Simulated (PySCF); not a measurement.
One of the candidates below gave these computed data.

All candidates are C9H12.

- UV, first state: lowest singlet excitation: 5.29 eV (234 nm, f = 0.001) [TDDFT B3LYP/def2-SVPD]
- Dipole: 0.39 D [B3LYP/def2-SVPD]
- 13C NMR: chemical shifts (computed TMS as zero) by class: 147.4 (1 C), 135.1 (2 C), 133.8 (2 C), 131.5 (1 C), 40.3 (1 C), 28.2 (1 C), 13.5 (1 C) ppm [GIAO PBE0/pcSseg-1]
- Rotational structure: rotational constants A, B, C: 3.262, 1.064, 0.951 GHz [PBE0-D3(BJ)/def2-SVP]
- 1H NMR: chemical shifts (computed TMS as zero) by class: 7.42 (2 H), 7.33 (1 H), 7.28 (2 H), 2.51 (2 H), 1.48 (2 H), 0.73 (3 H) ppm [GIAO PBE0/pcSseg-1]
- Valence photoelectron: vertical ionisation energy: 8.73 eV [ΔSCF B3LYP/def2-SVPD]
- UV, strongest line: among the 10 lowest singlet transitions: S5 at 6.80 eV (182 nm, f = 0.498) [TDDFT B3LYP/def2-SVPD]
- Triplet: lowest triplet excitation (Tamm–Dancoff): 4.10 eV [TDA B3LYP/def2-SVPD]
- Polarisability: 105.5 au [B3LYP/def2-SVPD]

Electronic properties: PySCF, gas phase, density fitting. Levels stand in brackets. The structure is a single PBE0-D3(BJ)/def2-SVP conformer in the gas phase; no vibrational or solvent corrections. Each NMR value is the plain mean over a class of atoms that symmetry, rotation or inversion makes alike.

Task: Which candidate is it?
A. `CCCc1ccccc1`
B. `C=C/C(C#CC)=C\CC`
C. `CCc1ccc(C)cc1`

Result: A. It is `CCCc1ccccc1`. Numbering: `[CH3:1][CH2:2][CH2:3][c:4]1[cH:5][cH:6][cH:7][cH:8][cH:9]1`. Its formula, C9H12, gives 4 degrees of unsaturation: 1 ring and 3 π bonds in the structure found (Kekulé form). 9 carbons fall into 7 classes; from least to most shielded: substituted aromatic carbon [C4] (147.4 ppm), aromatic CH carbon [C5/C9] (135.1 ppm, 2 C, up to 2.2 ppm apart in this geometry), aromatic CH carbon [C6/C8] (133.8 ppm, 2 C), aromatic CH carbon [C7] (131.5 ppm), benzylic-type carbon [C3] (40.3 ppm), chain CH2 carbon [C2] (28.2 ppm), methyl carbon [C1] (13.5 ppm). Hydrogen classes from least to most shielded: 2 H on the meta carbons, C6/C8 (7.42 ppm), 1 H on the para carbon, C7 (7.33 ppm), 2 H on the ortho carbons, C5/C9 (7.28 ppm), 2 H on a benzylic-type carbon, C3 (2.51 ppm, a mean of values up to 0.8 ppm apart in this geometry), 2 H on a chain CH2 carbon, C2 (1.48 ppm), 3 H on a methyl carbon, C1 (0.73 ppm). The first electron is taken from the HOMO, whose largest Löwdin shares are 0.23 on an aromatic CH carbon, 0.22 on the substituted aromatic carbon, 0.11 on an aromatic CH carbon and 0.10 on an aromatic CH carbon. The optimised geometry has point group C1 and is an asymmetric top.

The others, at the same levels:
- `C=C/C(C#CC)=C\CC` fails: its computed lowest singlet excitation is 4.74 eV (261 nm, f = 0.332) (against 5.29 eV), vertical ionisation energy is 7.85 eV (against 8.73 eV) and lowest triplet excitation (Tamm–Dancoff) is 2.85 eV (against 4.10 eV).
- `CCc1ccc(C)cc1` fails: its computed 13C shifts are 147.4 (1 C), 140.1 (1 C), 134.7 (2 C), 133.9 (2 C), 32.9 (1 C), 22.8 (1 C), 21.2 (1 C) ppm, 1H shifts are 7.23 (2 H), 7.21 (2 H), 2.42 (2 H), 2.34 (3 H), 1.11 (3 H) ppm and vertical ionisation energy is 8.39 eV (against 8.73 eV).

Each candidate is one conformer, not necessarily the lowest. Dipoles, sizes and rotational constants follow the conformer. The torsions of the flexible species, by atom-mapped SMILES:
- `[CH3:1][CH2:2][CH2:3][c:4]1[cH:5][cH:6][cH:7][cH:8][cH:9]1`: C1–C2–C3–C4 -63°, C2–C3–C4–C5 100°
- `[CH2:1]=[CH:2]/[C:3]([C:4]#[C:5][CH3:6])=[CH:7]\[CH2:8][CH3:9]`: C1–C2–C3–C4 0°, C3–C7–C8–C9 108°
- `[CH3:1][CH2:2][c:3]1[cH:4][cH:5][c:6]([CH3:7])[cH:8][cH:9]1`: C1–C2–C3–C4 84°
